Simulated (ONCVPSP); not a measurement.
# u(r) = r·R(r): atom against pseudo-atom (tin)

Columns: radius, all-electron u(r) and pseudo u(r) of the 4s shell (level -133.96 eV) of tin in the configuration [Ar] 3d10 4s2 4p6 4d10 5s2 5p2; PW91, scalar-relativistic, ONCV scheme, ONCVPSP 4.0.1.

```csv
r (bohr),all-electron,pseudo
0.093,0.4634,0.1573
0.185,-0.4157,0.3256
0.278,-0.7080,0.5135
0.370,-0.2338,0.7094
0.463,0.4272,0.8986
0.555,0.9333,1.0531
0.648,1.2155,1.1545
0.740,1.2995,1.1884
0.833,1.2511,1.1558
0.925,1.1299,1.0694
1.018,0.9760,0.9457
1.110,0.8194,0.8075
1.203,0.6719,0.6684
1.295,0.5431,0.5425
1.388,0.4327,0.4325
1.480,0.3421,0.3420
1.573,0.2678,0.2677
1.665,0.2089,0.2088
1.758,0.1617,0.1616
1.850,0.1250,0.1249
1.943,0.0960,0.0960
2.035,0.0737,0.0737
2.128,0.0563,0.0563
2.220,0.0431,0.0431
2.313,0.0328,0.0328
2.405,0.0250,0.0250
```

Problem. How many radial nodes do the two functions have?

Solution. The all-electron 4s function has n − l − 1 = 3 (the table is too coarse to show those close to the nucleus); the pseudo-wave has 0, since the states of the same l below it are removed with the core.

Problem. At about which radius was the pseudo-wave matched?

Solution. 1.45 bohr, where the columns begin to agree (steps of 0.09 bohr).

Problem. Is the pseudo-wave norm-conserving?

Solution. Yes: the ONCV scheme keeps the norm inside the radius equal to the all-electron one, which fixes the energy derivative of the logarithmic derivative at the level.
